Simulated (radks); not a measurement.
Results of a calculation; reference values are marked as such.
Q: The mean radii <r> (bohr) of the occupied orbitals of an atom or ion are listed with their occupations. Code: a radial shooting solver on a logarithmic mesh with Libxc functionals. Model: non-relativistic Kohn-Sham, revPBE, spin-unpolarised, spherical densities, point nucleus.

| orbital | occ. | <r> |
|---|---|---|
| 1s | 2 | 0.01846 |
| 2s | 2 | 0.07762 |
| 2p | 6 | 0.06555 |
| 3s | 2 | 0.1952 |
| 3p | 6 | 0.1858 |
| 3d | 10 | 0.1619 |
| 4s | 2 | 0.4266 |
| 4p | 6 | 0.4293 |
| 4d | 10 | 0.4335 |
| 4f | 14 | 0.4437 |
| 5s | 2 | 0.9444 |
| 5p | 6 | 1.009 |
| 5d | 9 | 1.221 |
| 6p | 1 | 2.466 |

Name the element and its charge.

A: Z = 82, lead, charge +4: Pb4+ in [Xe] 4f14 5d9 6p1. The 1s radius gives Z: for a bare nucleus <r> = 1.5/Z, 0.01829 bohr for Z = 82, and screening makes it slightly larger (0.01846 here). The occupations add up to 78, and the charge is Z minus that.
